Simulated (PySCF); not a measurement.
One formula, C4H7F3Si, several structures.

PySCF, CAM-B3LYP/def2-SVPD, density fitting, gas phase; each molecule at its own PBE0-D3(BJ)/def2-SVP geometry, one conformer. Singlet excitations by full TDDFT with frozen cores, triplets by Tamm–Dancoff TDDFT and ionisation energies by ΔSCF, from the lowest of the holes tried. 

Torsions of the conformers computed, which needn't be the lowest (atom-mapped SMILES):
- `[CH2:1]=[CH:2][CH2:3][SiH2:4][C:5]([F:6])([F:7])[F:8]`: C1–C2–C3–Si4 -102°, C2–C3–Si4–C5 -176°, C3–Si4–C5–F6 61°
- `[CH3:1][Si@@H:2]1[CH2:3][C@H:4]1[C:5]([F:6])([F:7])[F:8]`: C3–C4–C5–F6 47°
- `[CH3:1][C@@H:2]1[CH2:3][Si@H:4]1[C:5]([F:6])([F:7])[F:8]`: C3–Si4–C5–F6 29°
- `[F:1][C:2]([F:3])([F:4])[C@@H:5]1[CH2:6][CH2:7][SiH2:8]1`: F1–C2–C5–C6 57°
- `[F:1][C:2]([F:3])([F:4])/[CH:5]=[CH:6]/[CH2:7][SiH3:8]`: F1–C2–C5–C6 121°, C5–C6–C7–Si8 -104°

Reference: `C=CC[SiH2]C(F)(F)F`, with HOMO energy -8.89 eV, LUMO energy 0.80 eV, lowest singlet excitation 6.86 eV, lowest triplet excitation 4.22 eV, mean polarisability 79.4 au, dipole moment 2.43 D and vertical ionisation energy 9.71 eV.

Changes against it:

```tsv
molecule	Δ electronic energy (kcal/mol)	Δ HOMO energy (eV)	Δ LUMO energy (eV)	Δ lowest singlet excitation (eV)	Δ lowest triplet excitation (eV)	Δ mean polarisability (au)	Δ dipole moment (D)	Δ vertical ionisation energy (eV)
FC(F)(F)[C@@H]1CC[SiH2]1	-9.9	-0.91	+0.08	+0.40	+2.60	-5.9	+0.18	+0.87
FC(F)(F)/C=C/C[SiH3]	-4.5	-0.37	-0.48	-0.08	-0.02	+1.7	+0.71	+0.29
```

Rows whose labels were lost:

```json
{"row": "P", "Δ electronic energy (kcal/mol)": "+11.1", "Δ HOMO energy (eV)": "+0.38", "Δ LUMO energy (eV)": "+0.11", "Δ lowest singlet excitation (eV)": "-0.41", "Δ lowest triplet excitation (eV)": "+0.86", "Δ mean polarisability (au)": "-2.1", "Δ dipole moment (D)": "+0.04", "Δ vertical ionisation energy (eV)": "-0.43"}
{"row": "Q", "Δ electronic energy (kcal/mol)": "-5.3", "Δ HOMO energy (eV)": "+0.17", "Δ LUMO energy (eV)": "+0.19", "Δ lowest singlet excitation (eV)": "+0.03", "Δ lowest triplet excitation (eV)": "+1.46", "Δ mean polarisability (au)": "-3.8", "Δ dipole moment (D)": "+1.39", "Δ vertical ionisation energy (eV)": "-0.21"}
```

Task: Which row belongs to which of `C[Si@@H]1C[C@H]1C(F)(F)F` and `C[C@@H]1C[Si@H]1C(F)(F)F`?

Result: P = `C[C@@H]1C[Si@H]1C(F)(F)F` and Q = `C[Si@@H]1C[C@H]1C(F)(F)F`. P and Q are told apart most clearly by the electronic energy (+11.1 against -5.3 kcal/mol).

Task: Which row has the smallest HOMO–LUMO gap and which the largest, and does the HOMO or the LUMO shift more there?

Result: Smallest, counted from the reference: P, -0.27 eV (HOMO +0.38, LUMO +0.11), the larger shift being that of the HOMO. Largest: `FC(F)(F)[C@@H]1CC[SiH2]1`, +0.99 eV (HOMO -0.91, LUMO +0.08), the larger shift being that of the HOMO.
